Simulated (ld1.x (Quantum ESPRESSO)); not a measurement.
Transferability test, TM semilocal potential for Tl

- Element: thallium (Tl)
- Generator: ld1.x (Quantum ESPRESSO) 7.5
- Type: norm-conserving Troullier–Martins (semilocal form)
- Functional: PBE
- Relativity: scalar-relativistic
- Frozen core: [Xe]
- Valence charge: 27
- Reference configuration: 4f14 5d10 6s2 6p1
- Partial waves: 6s (bound): rc 2.25 bohr; 6p (bound): rc 3.15 bohr; 5d (bound): rc 1.45 bohr; 4f (bound): rc 0.90 bohr
- Local potential: the f channel
- Core correction: none

Energies are relative to the spin-unpolarised reference configuration 4f14 5d10 6s2 6p1; without spin polarisation the order of configurations can differ from experiment.

```csv
valence configuration,charge,ΔE all-electron (eV),error AE − PS (meV)
4f14 5d10 6s2 6p0,+1,5.167,-2.8
4f14 5d10 6s1 6p0,+2,25.947,-5.9
4f14 5d10 6s0 6p0,+3,56.087,+11
4f14 5d10 6s1 6p2,0,7.403,+2.5
4f14 5d10 6s0 6p3,0,15.210,+17
4f14 5d10 6s2 6p0.5,+0.5,1.853,-0.8
```

**Question.** What are ΔE and the potential's error for 4f14 5d10 6s1 6p1?

**Answer.** ΔE = 13.444 eV all-electron; the error (AE − PS) is +3.1 meV.

A Bessel basis up to 400 Ry misses an occupied level by 0.16 Ry, so cutoffs and ghosts were not judged.
